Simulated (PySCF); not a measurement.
Re(O)3(OH) anion (HO₄Re), SMILES [O]=[Re](=[O])(=[O])[OH] (connectivity only; charge and spin as stated), charge -1, multiplicity 2.

The structure is a stationary point at PBE-D3(BJ)/def2-SVPD. The geometry has at least one imaginary mode, so it is a saddle point at that level. The spin state was assumed, not searched. The isomer is the one that the SMILES or the coordinates give; other isomers of the formula were not compared. The def2 effective core potentials stand for the cores of Re; spin–orbit coupling is left out. Other conformers were not sampled.

The numbers are results of PySCF with PBE/def2-SVPD, not measurements.

Gas-phase values at a fixed geometry. A positive occupied level means that this level leaves the electron formally unbound; only the finite basis holds it.

```json
{
  "total_energy": "-379.54052 hartree",
  "point_group": "Cs",
  "α spin, highest occupied and lowest empty level": "0.89 and 2.11 eV",
  "β spin, highest occupied and lowest empty level": "-1.98 and 1.77 eV",
  "dipole_moment_about_the_centre_of_nuclear_charge": "2.27 D",
  "mean_static_polarisability": "73.1 bohr³ (10.83 Å³)",
  "polarisability_principal_values": "67.5, 74.6, 77.1 bohr³",
  "⟨S²⟩": "0.752 (pure state 0.75)"
}
```
